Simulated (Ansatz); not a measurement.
Isomers of CdSe₂⁻ (doublet), relaxed with PBE0-D4/def2-TZVPD; total energies from Ansatz at ωB97M-V/def2-TZVPD.

| isomer | description | energy (Eh) |
| --- | --- | --- |
| A | point group D∞h; 2 × Cd–Se 2.41 Å | -4970.66155 |
| B | point group C2v; 1 × Se–Se 2.27 Å | -4970.64623 |

In the def2 sets Cd takes a core potential; there is no spin–orbit coupling.

The isomers come from a short search, and lower ones may exist.

Work out the relative energies (1 Eh = 2625.5 kJ/mol) and the Boltzmann populations at 800 K from electronic energies alone (R = 8.314 J/mol/K).

ΔE: A 0.0, B 40.2 kJ/mol. RT = 6.65 kJ/mol. Factors exp(−ΔE/RT): A 1, B 0.00237; sum 1.002. Populations: A 99.8 %, B 0.2 %. Zero-point energy, vibrational entropy and symmetry numbers are left out and can shift these; an error of 4 kJ/mol changes a ratio by a factor of 1.8. Over the other density-functional and correlated levels in def2 sets, the gap between A and B ranges from 38 to 70 kJ/mol.
